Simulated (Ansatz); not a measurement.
Total energies of Al₆Ga from Ansatz at PBE0-D4/def2-TZVPD, gas phase (1 Eh = 27.2114 eV = 2625.5 kJ/mol). The reference geometry is relaxed at PBE0-D4/def2-SVP.

```xyz
7

Ga   -1.6404    0.4806    1.1490
Al    0.3256   -1.5749    1.4034
Al   -1.3192   -1.5988   -0.6106
Al    1.5631    1.7218   -1.0848
Al   -0.9382    0.8881   -1.2567
Al    0.8391    0.9507    1.3277
Al    1.1699   -0.8676   -0.9280
```

```tsv
state	geometry	energy (Eh)
charge 0 doublet	reference	-3378.61219
charge -1 triplet	reference	-3378.68012
free Ga atom (doublet)	–	-1924.55229
free Al atom (doublet)	–	-242.24900
```

Task: Work out the vertical electron affinity, to the triplet.

Result: E(charge 0 doublet) − E(charge -1 triplet) = -3378.61219 − (-3378.68012) = 0.06793 Eh = 1.85 eV.

Task: What is the binding energy per atom against free atoms?

Result: Atoms: 1 × (-1924.55229) + 6 × (-242.24900) = -3378.04629 Eh. Binding: -3378.04629 − (-3378.61219) = 0.56590 Eh = 15.40 eV, or 2.20 eV for each of 7 atoms (no zero-point energy, no counterpoise term).

The structure comes from a short search, and lower isomers may exist.
